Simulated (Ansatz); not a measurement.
Coupled-cluster diagnostics for B2F4, Ansatz.

Geometry of the singlet (PBE0-D4/def2-SVP):

Cartesian coordinates in Å:
```
B -0.4413 0.5440 -0.5021
B 0.4413 -0.5436 0.5027
F 1.4975 -1.1927 0.0566
F 0.1029 1.6491 -0.9693
F 0.0923 -0.7666 1.7535
F -1.6927 0.3097 -0.8414
```

Correlated methods freeze 6 core orbitals. The structure comes from a short search, and lower isomers may exist.

(1) Estimate the CCSD(T) correlation energy, the shares of MP2 and (T), T1 and the reference's ⟨S²⟩ for: charge 0, singlet, own geometry in def2-TZVPP; and the rough time on 4 threads of Arm Neoverse V1 on a shared host.

Answers

(1) 
| state | basis | correlation (eV) | MP2 share (%) | (T) share (%) | T1 | ⟨S²⟩ (pure) | wall time |
| --- | --- | --- | --- | --- | --- | --- | --- |
| charge 0, singlet, own geometry | def2-TZVPP | -32.919 | 96.5 | 2.9 | 0.014 | 0.00 (0.00) | 59 s |
Customary marks for T1 are 0.02 (closed shells), 0.045 (open shells) and about 0.05 (3d metals). T1 stays under 0.02 throughout.
